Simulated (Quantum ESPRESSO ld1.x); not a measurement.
Problem. These are the eigenvalues of the occupied orbitals of an atom or ion with whole-number occupations (hartree). Method: scalar-relativistic Kohn-Sham, LDA (Slater exchange, Perdew-Zunger correlation), spin-polarised, spherical densities, point nucleus; computed with ld1.x of Quantum ESPRESSO 7.5.

orbital  eigenvalue
1s up      -2713.46
1s down    -2713.46
2s up      -473.141
2s down    -473.133
2p up      -412.201
2p down    -412.194
3s up      -110.573
3s down    -110.569
3p up      -92.6838
3p down    -92.6797
3d up      -72.6734
3d down    -72.6674
4s up      -23.8086
4s down    -23.8004
4p up      -17.9393
4p down    -17.9311
4d up      -10.6546
4d down    -10.6448
5s up      -4.03166
5s down    -3.97050
4f up      -2.55693
4f down    -2.54095
5p up      -2.54002
5p down    -2.46458
5d up      -0.88722
5d down    -0.80181

Which element is it, and in what charge state? The configuration may be excited. Open shells, if any, are filled with parallel spins first.

Solution. Z = 76, osmium, charge +2: Os2+ in [Xe] 4f14 5d6. The list shows which subshells hold electrons but not how many an open one holds; the 1s level, -2713.5 hartree, gives Z - s = 73.7 by -(Z - s)^2/2, which with screening and relativity narrows Z to a few neighbours, and the depths of the outer levels then fix element, charge and occupations together.
